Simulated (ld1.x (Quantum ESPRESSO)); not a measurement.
## Before and after: PAW potential for Pd (Z = 46)

```
Element                 : palladium
Generator               : ld1.x (Quantum ESPRESSO) 7.5
Type                    : PAW
Functional              : LDA (PZ)
Relativity              : scalar-relativistic
Frozen core             : [Kr]
Valence charge          : 10
Reference configuration : 4d10 5s0 5p0
Partial waves           : 5s (bound, empty): rcut 2.30, rcutus 2.70 bohr; 5s channel at 0.05 Ry: rcut 2.30, rcutus 2.70 bohr; 5p (bound, empty): rcut 2.05, rcutus 2.75 bohr; 5p channel at 0.6 Ry: rcut 2.05, rcutus 2.75 bohr; 4d (bound): rcut 1.30, rcutus 1.75 bohr; 4d channel at 1.15 Ry: rcut 1.30, rcutus 1.75 bohr; 4f channel at 0.45 Ry: rcut 2.20, rcutus 2.55 bohr; 4f channel at 1.35 Ry: rcut 2.20, rcutus 2.55 bohr
Local potential         : all-electron potential smoothed inside 1.50 bohr (lloc = -1)
Core correction         : Bessel-smoothed model core inside 1.35 bohr
Augmentation charge     : BESSEL, radius 1.20 bohr
```

All-electron outer shells of the reference configuration (LDA (PZ), scalar-relativistic, ld1.x):

```tsv
shell	level (eV)	outermost node (bohr)	outermost maximum (bohr)
4s	-85.44	0.45	0.85
4p	-51.36	0.46	0.91
4d	-4.31	0.45	1.10
5s	-3.62	1.15	2.64
5p	-0.36	1.31	4.09
```

Change: wave 4d channel at 1.15 Ry: rcut 1.30, rcutus 1.75 bohr becomes 4d channel at -0.04 Ry: rcut 1.30, rcutus 1.75 bohr.

Cutoffs: the cutoffs (Ry, on a coarse ladder) from which the occupation-weighted sum of valence levels, in a spherical-Bessel basis at the reference potential, stays within 10 and 1 mRy of its value at 400 Ry; they do not see the model core or the augmentation charge, which bear on the density cutoff. Errors are all-electron minus pseudo energies relative to the spin-unpolarised reference configuration.

Q: Predict the effect on cutoff, ghosts and configuration errors.

A: The potential gets neither clearly harder nor softer (35 Ry and 55 Ry → 35 Ry and 55 Ry); both files keep a bound ghost (p, s); of the 9 tests that both files solve, the error grows in 2 and shrinks in 0 by more than 15 % and 0.3 meV (median size 18.7 → 21.0 meV).

```tsv
quantity	base	changed
cutoff, loose	35 Ry	35 Ry
cutoff, tight	55 Ry	55 Ry
bound ghosts	s, p	s, p
error for 4d9 5s0 5p0, meV [ΔE 9.39 eV]	-18	-18
error for 4d8 5s0 5p0, meV [ΔE 30.47 eV]	-146	-144
error for 4d7 5s0 5p0, meV [ΔE 65.06 eV]	-540	-537
error for 4d9 5s1 5p0, meV [ΔE 1.44 eV]	-8.8	-21
error for 4d8 5s1 5p0, meV [ΔE 13.80 eV]	-94	-126
error for 4d9.5 5s0 5p0, meV [ΔE 3.37 eV]	-2.7	-2.6
error for 4d9 5s0 5p1, meV [ΔE 5.32 eV]	-19	-19
error for 4d9 5s0 5p0 (spin-polarised), meV [ΔE 9.24 eV]	-18	-18
error for 4d8 5s0 5p0 (spin-polarised), meV [ΔE 29.83 eV]	-146	-144
s: phases at 3.01 bohr within 0.05 rad from the reference energy up to (Ry; the scan ends near 5)	3.2	3.2
p: phases at 3.01 bohr within 0.05 rad from the reference energy up to (Ry; the scan ends near 5)	4.2	4.2
d: phases at 3.01 bohr within 0.05 rad from the reference energy up to (Ry; the scan ends near 5)	to the end of the scan	to the end of the scan
f: phases at 3.01 bohr within 0.05 rad from the reference energy up to (Ry; the scan ends near 5)	2.8	2.8
lowest overlap eigenvalue by channel	s 0.16, p 0.45, d 1.00, f 0.96	s 0.16, p 0.45, d 0.93, f 0.96
```

 A true bound ghost makes a file unfit for plane-wave use even where its test errors are small: the radial tests pick states by their node count and pass the ghost by.
